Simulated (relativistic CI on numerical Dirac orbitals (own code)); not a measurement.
Ta XIII: q coefficients and field-shift factors

These numbers are calculated, not measured: Dirac-Coulomb-Breit CI, orbitals from a KLI potential per configuration, derivatives by finite differences, unscaled Slater integrals, QED left out (own radial code, finite nucleus).

Configuration list (outside the closed core [Kr] 4d10): 4f13.5s2, 4f12.5s2.5p, 4f13.5s.5p, 4f14.5s, 4f13.5p2, 4f12.5s.5p2, 4f14.5p, 4f13.5s.5d. Levels of other configurations are missing.

With x = (α/α₀)² − 1 an excitation energy changes as ω = ω₀ + qx; K = 2q/ω₀ is the relative enhancement. Terms are leading LS components, so labels can repeat. The field-shift factor is F = δν/δ⟨r²⟩ for the transition from the lowest level.

Lowest level 4f13.5s2 2F°_7/2.

| Level | ω₀ (cm⁻¹) | q (cm⁻¹) | F (GHz/fm²) |
| --- | --- | --- | --- |
| 4f12.5s2.5p 4G°_11/2 | 7550.6 | -208400 | 46.8 |
| 4f12.5s2.5p 2I°_13/2 | 13309.4 | -209300 | 47 |
| 4f13.5s2 2F°_5/2 | 15420.4 | 14250 | 0.821 |
| 4f12.5s2.5p 4D°_7/2 | 17973.7 | -210600 | 47.1 |
| 4f12.5s2.5p 2G°_9/2 | 20846.9 | -208400 | 46.9 |
| 4f12.5s2.5p 4I°_11/2 | 25398.3 | -196400 | 47.8 |
| 4f12.5s2.5p 4G°_9/2 | 25636.3 | -195500 | 47.7 |
| 4f12.5s2.5p 4G°_7/2 | 31151.9 | -195000 | 47.8 |
| 4f12.5s2.5p 4G°_5/2 | 34243.5 | -197300 | 47.8 |
| 4f12.5s2.5p 4I°_9/2 | 34692.7 | -192200 | 47.8 |
| 4f12.5s2.5p 2D°_3/2 | 36471.9 | -202800 | 47.6 |
| 4f12.5s2.5p 2F°_5/2 | 38517.8 | -197800 | 47.3 |
| 4f12.5s2.5p 4G°_7/2 | 41196.6 | -193000 | 47.4 |
| 4f12.5s2.5p 2H°_9/2 | 45532.1 | -186500 | 48.7 |
| 4f12.5s2.5p 2G°_7/2 | 54699.2 | -178700 | 48 |
| 4f12.5s2.5p 4P°_3/2 | 58158.2 | -197700 | 47.9 |
| 4f12.5s2.5p 2F°_5/2 | 59389.1 | -193900 | 47.8 |
| 4f12.5s2.5p 2K°_13/2 | 67472.8 | -198300 | 48.4 |
| 4f12.5s2.5p 4D°_1/2 | 68652.2 | -193600 | 48.1 |
| 4f12.5s2.5p 2H°_11/2 | 70047.1 | -194200 | 47.8 |
| 4f12.5s2.5p 4D°_1/2 | 70440.6 | -197600 | 47.6 |
| 4f12.5s2.5p 4D°_3/2 | 75693.0 | -187900 | 48 |
| 4f12.5s2.5p 2D°_5/2 | 77161.1 | -185700 | 48.3 |

At this charge transitions that keep the count of f electrons are usually good to a few per cent. Terms inside the open d or f shell come out 10 to 20 % too wide with unscaled integrals. Levels and lines within the n = 5 or 6 shells can be off by up to 10 % or somewhat more, and those that change n by about 2 %, since core polarisation is missing. Levels that differ in their count of f electrons can be misplaced by several ten thousand cm⁻¹, since the correlation energy of f electrons is missing or only estimated; rates across such gaps can be off by orders of magnitude.

Q: Which transition from the lowest level has the largest |K|?

A: 4f12.5s2.5p 4G°_11/2 at 7550.6 cm⁻¹, K = -55.2.
